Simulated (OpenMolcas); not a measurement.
## Rh⁵⁺: effect of the basis set

```yaml
Program: OpenMolcas 26.06
Method: CASSCF
Active_space: 4 electrons in 10 orbitals (4d 5d)
State_averaging: 2S+1 = 5 even, 5 roots; 2S+1 = 3 even, 45 roots; 2S+1 = 1 even, 49 roots
Spin-orbit_coupling: state interaction with AMFI integrals over the reference wave functions, term energies averaged over their components
```

A. ANO-R2 [7s5p4d2f1g], X2C, finite nucleus; cost of the order of 40 core-seconds
B. ANO-RCC-VTZP [7s6p4d2f1g], DKH2, point nucleus; cost roughly 50 core-seconds
C. ANO-RCC-VQZP [8s7p5d3f2g1h], DKH2, point nucleus; cost roughly 50 core-seconds

Energies in cm⁻¹ above 4d⁴ ⁵D₀.

```
            Level      A      B      C
          4d⁴ ⁵D₀    0.0    0.0    0.0
          4d⁴ ⁵D₁    631    636    611
          4d⁴ ⁵D₂   1687   1698   1641
          4d⁴ ⁵D₃   3005   3022   2931
          4d⁴ ⁵D₄   4494   4516   4393
       4d⁴ ³P₀(1)  21437  21421  21705
          4d⁴ ³H₄  21879  21898  22123
          4d⁴ ³H₅  23356  23395  23573
          4d⁴ ³H₆  24550  24599  24750
       4d⁴ ³P₁(1)  24552  24565  24785
4d⁴ ³F₃(1) [57 %]  25566  25573  25810
       4d⁴ ³F₂(1)  26077  26091  26311
4d⁴ ³F₄(1) [65 %]  26562  26588  26774
       4d⁴ ³P₂(1)  28777  28813  28974
   4d⁴ ³G₃ [57 %]  29385  29416  29588
   4d⁴ ³G₄ [68 %]  29907  29929  30118
          4d⁴ ³G₅  30859  30900  31048
          4d⁴ ¹I₆  35032  35034  35261
          4d⁴ ³D₃  35950  35938  36187
          4d⁴ ³D₂  36343  36332  36575
          4d⁴ ³D₁  37061  37060  37282
       4d⁴ ¹G₄(1)  38126  38132  38337
          4d⁴ ¹S₀  42777  42745  43018
       4d⁴ ¹D₂(1)  44864  44822  45107
```

Among A to C the level of the table that moves most is 4d⁴ ¹D₂(1), by 290 cm-1 (lowest in B, highest in C).

Without dynamic correlation excited terms often stand tens of per cent too high (terms of higher spin than the ground term too low), and those without a measured partner can miss by more than the paired ones. Active for correlation alone: 5d; no level in the range computed is led by a configuration that fills it, so any true level of that kind is missing. Only configurations of the active space appear. Levels that lie high or do not pair safely by name in every column are left out.

A share in square brackets marks a mixed level and gives the weight of the term that names it, the lowest over the columns. A number in round brackets counts repeated terms of one configuration in the order of the reference energies.
